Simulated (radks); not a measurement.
The numbers below are computed, except where a source is named.
Dipole-allowed excitations along the series with 46 electrons in [Kr] 4d10. Code: a radial shooting solver on a logarithmic mesh with Libxc functionals. Model: scalar-relativistic Kohn-Sham, PBE, spin-polarised, spherical densities, finite nucleus; Fermi nuclear charge, rms radius of each element as measured or else 0.836 A^(1/3) + 0.57 fm. Time-dependent linear response with the Hartree and adiabatic LDA kernel, continuum included through the Sternheimer equations, no spin-orbit coupling, so fine structure and intercombination lines are absent. Lines are the poles of the dipole polarisability below minus the highest occupied eigenvalue, found on a grid refined at the orbital gaps; the lowest seven at most are given, and weak or close lines can be missed. The first line takes the name of the lowest orbital gap if no other gap lies below it; otherwise a line is named after a gap within 0.6 % of it, if that gap stands alone.

species  -e(HOMO) (eV)  lowest orbital gap (eV)      first line (eV)     f  strongest line (eV)  its f  static alpha (bohr^3)
Ba10+           229.64             4d-5p 94.649       95.923 (4d-5p)  1.04  121.52 (unassigned)   8.53                 0.5863
La11+           263.34             4d-4f 105.25  108.79 (unassigned)  1.07  130.40 (unassigned)   8.51                 0.4961
Ce12+           298.88             4d-4f 111.59  122.28 (unassigned)  1.12  138.75 (unassigned)   8.28                 0.4243
